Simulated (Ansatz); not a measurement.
What a proton shuttle does

ZnH₂O ([OH][ZnH]) + HF → ZnHOF ([OH][Zn][F]) + H₂ (links in brackets), a four-centre ligand exchange, has a barrier of 0.727 eV above its start structure and a step energy of -0.355 eV. One HF is now added to the ring of the saddle, taking the hydrogen and handing on one of its own. Gas-phase electronic energies, without zero-point energy, by CCSD(T) at an estimated basis limit (MP2 extrapolated from triple and quadruple zeta, plus CCSD(T) − MP2 in triple zeta); Ansatz 0.2.0, def2-TZVPP and QZVPP, frozen cores, on PBE0-D4/def2-TZVP structures. Extrapolation: Hartree–Fock as exp(−7.88 √X), correlation as X^−2.97. Each barrier counts from its own start structure, which holds all the molecules, is reached by relaxing down from the saddle and may not be the deepest complex; no counterpoise correction.

Question: What are the barrier and the step energy with the shuttle? (An estimate is asked for; the value comes from the calculation.)

Answer: By the calculation: Barrier 0.483 eV, 0.245 eV lower than without; step energy -0.358 eV, both from the start structure. Counted from all the molecules apart, the saddle lies at -0.105 eV with the shuttle and at 0.598 eV without; the start well goes from -0.129 to -0.588 eV. At the saddle the angle at each passing proton is F–H···H 152° without the shuttle, against F–H···F 160° and F–H···H 174° with it. Bringing in the extra molecule costs entropy, which these electronic energies leave out.

No T1 diagnostic of these runs exceeds 0.018.

For scale, one of the runs: CCSD(T)/def2-TZVPP, 213 basis functions, launched by `ansatz run in.yaml --threads 8 --pin off --events-out ev --progress --plain --max-ram 19148MiB`. Hardware: 8 CPU threads of an Arm Neoverse V1, shared host. Wall time 54 s; peak host memory 3.3 GiB.
